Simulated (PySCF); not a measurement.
# Nuclear repulsion and electron count by hand

System: HCl₂OTi (SMILES [OH][Ti+]([Cl])[Cl]), charge +1, singlet, at a GFN2-xTB geometry (such geometries of metal compounds can be far from the true shape) (the multiplicity is a formal guess). Level: PBE0/STO-3G in PySCF. Sums are taken with unrounded values, so a last digit can differ.

Coordinates (Å):

```
atom         x         y         z
----  --------  --------  --------
Ti1    0.12391   0.11495   0.56608
Cl2   -1.28243  -1.29189  -0.14479
Cl3    0.22990   1.49209  -1.03199
O4     1.59064  -0.61058   0.82154
H5     2.44206  -1.04750   0.97900
```

Q: Work out the nuclear repulsion energy and the numbers of alpha and beta electrons.

A: In atomic units each pair adds Z_i Z_j / r_ij, with r in bohr (1 bohr = 0.529177 Å).
| pair | r (Å) | r (bohr) | Z_i Z_j | term (Eh) |
|---|---|---|---|---|
| Ti1-Cl2 | 2.1124 | 3.9919 | 374 | 93.6896 |
| Ti1-Cl3 | 2.1122 | 3.9916 | 374 | 93.6976 |
| Ti1-O4 | 1.6562 | 3.1297 | 176 | 56.2346 |
| Ti1-H5 | 2.6260 | 4.9623 | 22 | 4.4334 |
| Cl2-Cl3 | 3.2901 | 6.2174 | 289 | 46.4824 |
| Cl2-O4 | 3.1069 | 5.8711 | 136 | 23.1643 |
| Cl2-H5 | 3.8980 | 7.3662 | 17 | 2.3078 |
| Cl3-O4 | 3.1158 | 5.8881 | 136 | 23.0976 |
| Cl3-H5 | 3.9227 | 7.4128 | 17 | 2.2933 |
| O4-H5 | 0.9699 | 1.8328 | 8 | 4.3650 |
The sum is 349.7657 Eh; PySCF gives 349.7657 Eh. The atomic numbers add up to 65, so at charge +1 there are 64 electrons; multiplicity 1 means 0 unpaired, so 32 alpha and 32 beta.
